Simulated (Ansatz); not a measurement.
Ba₅S₄ (the lowest singlet isomer of a short search), 9 atoms. Hardware: 4 threads of Arm Neoverse V2 on a shared host.

In the def2 sets Ba takes a core potential; there is no spin–orbit coupling. Correlated methods freeze 20 core orbitals; core or outer-core shells of Ba are correlated, in sets that lack core-valence functions.

Question: How many basis functions does each of these Ansatz runs have, and roughly what does it cost? CAM-B3LYP-D4/def2-TZVP, charge 0 singlet, energy, from earlier orbitals; BLYP-D4/def2-TZVP, charge 0 singlet, energy, from earlier orbitals; RPA@PBE/def2-TZVP, charge 0 singlet, energy, from earlier orbitals; MP2/def2-TZVP, charge 0 singlet, energy, from earlier orbitals; PBE-D4/def2-TZVP, charge 0 singlet, energy and forces, from earlier orbitals; PBE0-D4/def2-SVP, charge 0 singlet, energy, from earlier orbitals; r2SCAN-D4/def2-TZVP, charge 0 singlet, energy, from earlier orbitals; PBE0-D4/def2-TZVP, charge 0 singlet, energy, from earlier orbitals; r2SCAN-D4/def2-SVP, charge 0 singlet, relaxation, 46 steps; PBE-D4/def2-SVP, charge 0 singlet, energy, from earlier orbitals; B2PLYP/def2-TZVP, charge 0 singlet, energy, from earlier orbitals.

Answer: Other jobs shared the machine, so times can vary by a factor of up to 3. A dash marks memory too small to be measured apart from the calling script's.

| run | functions | fitting or Cholesky vectors | wall time | peak host memory (GiB) |
| --- | --- | --- | --- | --- |
| PBE-D4/def2-SVP, charge 0 singlet, energy, from earlier orbitals | 222 | 2135 | 10 s | – |
| PBE0-D4/def2-SVP, charge 0 singlet, energy, from earlier orbitals | 222 | 2162 | 15 s | 1.2 |
| PBE-D4/def2-TZVP, charge 0 singlet, energy and forces, from earlier orbitals | 348 | 2479 | 17 s | 0.91 |
| BLYP-D4/def2-TZVP, charge 0 singlet, energy, from earlier orbitals | 348 | 2479 | 18 s | 0.92 |
| PBE0-D4/def2-TZVP, charge 0 singlet, energy, from earlier orbitals | 348 | 2564 | 25 s | 1.8 |
| MP2/def2-TZVP, charge 0 singlet, energy, from earlier orbitals | 348 | 2087 | 27 s | 1.5 |
| CAM-B3LYP-D4/def2-TZVP, charge 0 singlet, energy, from earlier orbitals | 348 | 2087 | 30 s | 1.9 |
| r2SCAN-D4/def2-TZVP, charge 0 singlet, energy, from earlier orbitals | 348 | 2479 | 33 s | 1 |
| RPA@PBE/def2-TZVP, charge 0 singlet, energy, from earlier orbitals | 348 | 2087 | 37 s | 1.4 |
| B2PLYP/def2-TZVP, charge 0 singlet, energy, from earlier orbitals | 348 | 2087 | 48 s | 1.6 |
| r2SCAN-D4/def2-SVP, charge 0 singlet, relaxation, 46 steps | 222 | 2135 | 11 min | – |
